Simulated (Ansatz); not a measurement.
Ansatz results at the PBE0-D4/def2-TZVP geometry: size of the dipole moment (ωB97M-V/def2-TZVPP) 1.70 D; size of the dipole moment (B3LYP/def2-TZVPP) 1.70 D; HOMO–LUMO gap (ωB97M-V/def2-TZVPP) 11.81 eV.

Each molecule was computed in one conformer, which needn't be the lowest.

Task: Which molecule gave them?
A. `CN=C(O)O`
B. `C=C(C)[SiH2][SiH3]`
C. `N/C(O)=C\O`
D. `NC(=O)CO`

Result: A. The others give `C=C(C)[SiH2][SiH3]`: 0.84, 0.83, 11.11; `N/C(O)=C\O`: 1.58, 1.56, 10.22; `NC(=O)CO`: 3.20, 3.19, 11.58.

B3LYP here is the variant with VWN-RPA as its local correlation; programs differ in this.
